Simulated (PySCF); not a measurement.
# Sm(SH)3 relaxed at several levels

Computed with PySCF 2.14.0, def2-SVP on the ligands, density fitting, scalar-relativistic core potentials, no spin-orbit coupling, vacuum. Each row is relaxed at its own level from the same template. Distances are means of the shortest metal–ligand contacts, charges and spins Mulliken's; removal energies are rigid, with the ligand's formal charge and no counterpoise, so too large; for an anion taken off a cation in vacuum most of it is the attraction of opposite charges, and multiply charged cations can part far more cheaply with an electron moved from ligand to metal. lcecp potentials hold a fixed number of 4f electrons in the core, out of states, spins and gaps.

```
level      basis on the metal  point group  M–SH (Å)  charge on M (e)  dipole (D)  removal of one SH (eV)  strongest infrared band, degenerate modes summed (cm⁻¹)  unstable modes (below −25 cm⁻¹)
  PBE  lcecp-1-SVP with ECP51           C3     2.633             0.69        1.73                    8.96                                                      302                                0
```

(1) What does the calculation give for PBE0, lcecp-1-SVP with ECP51?

Moved off a saddle point of the template and relaxed again: PBE, PBE0. One start shape was tried for each, so a minimum needn't be the lowest isomer.

Results:

(1) point group: C3, nearly C3h, M–SH (Å): 2.626, charge on M (e): 0.86, dipole (D): 0.44, removal of one SH (eV): 8.95, strongest infrared band, degenerate modes summed (cm⁻¹): 311, unstable modes (below −25 cm⁻¹): 0.
```xyz
7

Sm    0.0000    0.0000    0.9086
S     2.5941    0.4036    0.9798
H     2.9193   -0.9113    0.9788
S    -1.6466    2.0448    0.9798
H    -0.6704    2.9838    0.9788
S    -0.9475   -2.4484    0.9798
H    -2.2489   -2.0725    0.9788
```
